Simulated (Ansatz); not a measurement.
The same ligand exchange along the group B, Al, In.

Isolated molecules relaxed with PBE0-D4/def2-TZVP in Ansatz; ΔE leaves out vibrations. CCSD(T)/CBS is the MP2 limit (def2-TZVPP, def2-QZVPP) plus CCSD(T) − MP2 in def2-TZVPP, frozen cores. This one scheme is used for every species. Functionals use def2-TZVPP. B3LYP here is the variant with VWN-RPA as its local correlation; programs differ in this. def2 core potentials past Kr. For In outer-core shells are correlated without core-valence functions, which leaves a few kJ/mol of doubt a bond. One conformer a species, not always the lowest.

```tsv
reaction	B3LYP-D4 (kJ/mol)
`FB(S)O[SiH3]` + NH₃ → `NB(S)O[SiH3]` + H–F	41
`[F][Al]([SH])[O][SiH3]` + NH₃ → `[NH2][Al]([SH])[O][SiH3]` + H–F	94
`[F][In]([SH])[O][SiH3]` + NH₃ → `[NH2][In]([SH])[O][SiH3]` + H–F	50
```

Q: Give the CCSD(T)/CBS values in the same order. (Best estimate.)

A: Computed: 36, 91, 39 kJ/mol.

Largest T1 diagnostic: 0.015, for `[F][In]([SH])[O][SiH3]`.
